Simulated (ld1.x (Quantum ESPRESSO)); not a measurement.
tin, PAW: configuration errors across variants

* Element: Sn
* Generator: ld1.x (Quantum ESPRESSO) 7.5
* Type: PAW
* Functional: LDA (PZ)
* Relativity: scalar-relativistic
* Frozen core: [Kr]
* Valence charge: 14
* Reference configuration: 4d10 5s2 5p1 (charge +1)
* Partial waves: 5s (bound): rcut 1.50, rcutus 2.05 bohr; 5s channel at 1 Ry: rcut 1.50, rcutus 2.05 bohr; 5p (bound): rcut 1.95, rcutus 2.45 bohr; 5p channel at -0.35 Ry: rcut 1.95, rcutus 2.45 bohr; 4d (bound): rcut 1.70, rcutus 1.80 bohr; 4d channel at 1.35 Ry: rcut 1.70, rcutus 1.80 bohr
* Local potential: all-electron potential smoothed inside 1.55 bohr (lloc = -2)
* Core correction: Bessel-smoothed model core inside 1.75 bohr
* Augmentation charge: BESSEL, radius 1.45 bohr

All-electron excitation energies from the reference (eV): (1) 4d10 5s2 5p2 -7.098; (2) 4d10 5s2 5p0 14.264; (3) 4d10 5s1 5p0 45.715; (4) 4d9 5s2 5p3 17.250; (5) 4d10 5s2 5p1.5 -4.382; (6) 4d10 5s0 5p4 7.302; (7) 4d10 5s1 5p2 7.735; (8) 4d10 5s2 5p1 spin -0.153; (9) 4d10 5s2 5p2 spin -7.573.

Spin tests fill each open shell by Hund’s rule, majority spin first.

1 further variants failed, have other tests or too few solved ones, and are left out.

Errors AE − PS in meV (a dash: test not solved or not reliable):

```tsv
change	(1)	(2)	(3)	(4)	(5)	(6)	(7)	(8)	(9)	bound ghosts
base	+1.9	-3.0	-11	-69	+1.2	-0.2	-0.9	0.0	+1.9	none
waves 5s (bound): rcut 1.50, rcutus 2.60 bohr; 5s channel at 1 Ry: rcut 1.50, rcutus 2.60 bohr	+2.0	-2.4	+11	+51	+1.2	+6.1	+5.0	0.0	+2.2	none
augmentation GAUSS, radius 1.10 bohr	+2.1	-2.2	-6.1	-31	+1.2	-0.2	-0.8	-0.1	+2.0	none
waves 5p (bound): rcut 1.95, rcutus 2.36 bohr; 5p channel at -0.35 Ry: rcut 1.95, rcutus 2.36 bohr	+1.9	-3.2	-11	-75	+1.1	-0.3	-0.9	-0.1	+1.9	none
type TM; waves now 5s (bound): rc 2.05 bohr; 4d (bound): rc 1.80 bohr; 5p (bound): rc 2.45 bohr; local potential the p channel	+2.9	-2.7	-13	-360	+1.4	-11	-2.7	+1.0	+6.1	none
```

Task: Give the same row for: all radii but the core radius scaled by about 0.93 (s 1.90, p 2.28, d 1.68 bohr, rcut 1.40/1.82/1.58); local potential all-electron potential smoothed inside 1.44 bohr (lloc = -2); augmentation BESSEL, radius 1.36 bohr.

Result: +1.9, -3.3, -13, -84, +1.2, -0.3, -0.9, 0.0, +2.0; bound ghosts: none.
